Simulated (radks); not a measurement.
Coulomb parameter of the 4f shell of the neodymium ion Nd+ in the model configuration [Xe] 4f3 6s1 6p1, as a second difference U = [E(n + 0.5) + E(n - 0.5) - 2 E(n)] / (0.5)^2 with all orbitals relaxed. "Bare": the charge of the atom changes with n. "Screened": the 6p shell takes up the change at fixed total charge, which measures U(4f,4f) + U(6p,6p) - 2 U(4f,6p). All-electron calculation, Dirac Kohn-Sham, LDA (Slater exchange, Perdew-Wang correlation), spin-unpolarised, spherical densities, finite nucleus; open shells are shared between the two j in proportion to 2j + 1; Fermi nuclear charge, rms radius 4.9123 fm. Program: a radial shooting solver on a logarithmic mesh with Libxc functionals.

\begin{tabular}{lrr}
case & configuration & E - E(n) (eV) \\ \hline
start & [Xe] 4f3 6s1 6p1 & 0.000 \\
bare +0.5 & [Xe] 4f3.5 6s1 6p1 & -6.460 \\
bare -0.5 & [Xe] 4f2.5 6s1 6p1 & 10.310 \\
screened +0.5 & [Xe] 4f3.5 6s1 6p0.5 & -3.885 \\
screened -0.5 & [Xe] 4f2.5 6s1 6p1.5 & 5.945 \\
\end{tabular}

U(bare) = 15.400 eV, U(screened by 6p) = 8.239 eV, against the Slater integral F0(4f,4f) = 25.688 eV with frozen orbitals.
